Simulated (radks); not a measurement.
Problem. Radial electron density D(r) = 4 pi r^2 rho(r) of an atom or ion with 25 electrons. Method: scalar-relativistic Kohn-Sham, PBEsol, spin-polarised, spherical densities, point nucleus; computed with a radial shooting solver on a logarithmic mesh with Libxc functionals.

```
   r/bohr * D(r) (the largest magnitude, 34.9, reaches the edge; | marks zero)
  0.00754 |         *
  0.00857 |           *
 0.009818 |             *
  0.01125 |                 *
  0.01289 |                    *
  0.01476 |                        *
  0.01692 |                            *
  0.01938 |                                 *
   0.0222 |                                     *
  0.02544 |                                         *
  0.02914 |                                             *
  0.03339 |                                               *
  0.03825 |                                                *
  0.04383 |                                                *
  0.05021 |                                               *
  0.05753 |                                            *
  0.06591 |                                         *
  0.07551 |                                       *
  0.08651 |                                      *
  0.09911 |                                      *
   0.1136 |                                         *
   0.1301 |                                             *
   0.1479 |                                                  *
   0.1694 |                                                     *
   0.1941 |                                                      *
   0.2223 |                                                   *
   0.2547 |                                            *
   0.2919 |                                   *
   0.3344 |                           *
   0.3831 |                     *
   0.4389 |                   *
   0.5028 |                     *
   0.5761 |                       *
     0.66 |                         *
   0.7562 |                        *
   0.8663 |                     *
   0.9925 |                 *
    1.137 |            *
    1.303 |       *
    1.493 |    *
     1.71 |   *
    1.959 |  *
    2.245 | *
    2.551 | *
    2.923 |*
    3.348 |*
    3.836 |*
    4.395 *
    5.035 *
    5.769 *
    6.609 *
    7.572 *
    8.675 *
```

What is the nuclear charge?

Solution. Z = 26. The innermost maximum, from 1s, lies near gamma/Z bohr with gamma = sqrt(1 - (Z/c)^2) = 0.982, here 0.0378 bohr (found: 0.0408), and its height grows with Z. The density is that of the iron ion Fe+ in [Ar] 3d5 4s1 4p1; the configuration itself is not fixed sharply by these data, and Z only to about a unit. D(r) has 3 maxima, at r = 0.0408, 0.186, 0.687 bohr, and minima at 0.0893, 0.442 bohr, inside which lie 2.12, 10.66 electrons.
